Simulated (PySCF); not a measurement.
# Working out the ionisation energy of Bi²⁺

Bi²⁺ [Xe] 4f14 5d10 6s2 6p1 (2P) → Bi³⁺ [Xe] 4f14 5d10 6s2 (1S). Computed with PySCF 2.14 in def2-TZVP with the def2 core potential (60 electrons), with scalar relativity through the core potential. Frozen: 5s2 5p6 5d10. Energies in hartree (1 hartree = 27.21139 eV):

```tsv
part	Bi²⁺ (lower)	Bi³⁺ (upper)
UHF	-212.729174	-211.882489
CCSD correlation	-0.037045	-0.028030
(T)	-0.000364	0.000000
```

**Question.** What does Hartree-Fock give?

**Answer.** (-211.882489) − (-212.729174) = 0.846685 hartree = 23.039 eV.

**Question.** What do CCSD and CCSD(T) give?

**Answer.** The CCSD correlation energies differ by 0.009015 hartree = 0.245 eV and the triples by 0.000364 hartree = 0.010 eV, so CCSD gives 23.284 eV and CCSD(T) 23.294 eV.

Reference: 25.571 eV (measured; NIST Atomic Spectra Database, ionization energies), between the lowest levels; spin-orbit coupling is absent from the calculation.

What remains against the reference includes basis incompleteness, the frozen core and higher excitations.
